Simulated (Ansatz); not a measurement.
CdF₂⁺, relaxed as a doublet with UKS PBE-D4/def2-TZVP in Ansatz, starting from the GFN1-xTB geometry. Force threshold 0.02 eV/Å.

In the def2 sets Cd takes a core potential; there is no spin–orbit coupling. Another isomer (doublet) lies 0.20 eV lower at PBE0-D4/def2-TZVP; other spin states weren't run for this one.

Start:

```xyz
3

Cd   -0.283   -0.951    0.122
F     1.049    0.147   -0.513
F    -0.767    0.803    0.391
```

Q: Estimate the energy that the relaxation releases and the steps that it takes.

A: 21.3 kcal/mol, in 6 steps; 7 s on 4 threads of Arm Neoverse V2 on a shared host. No frequencies were taken in this run, so the end may be a saddle point.

Q: Does the start keep its bonding and symmetry?

A: By distances, no bond broke or formed. The bond that changes most is Cd1–F3, from 1.84 to 2.08 Å (atoms count from 1). Point group C2v at the start, C2v at the end, both within 0.05 Å.

Q: Predict the relaxed structure.

A: 
Cartesian coordinates in Å:
```
Cd -0.3357 -1.1297 0.1454
F 1.0854 0.2334 -0.5296
F -0.7497 0.8963 0.3842
```
Bond lengths: 2 × Cd–F 2.08 Å.
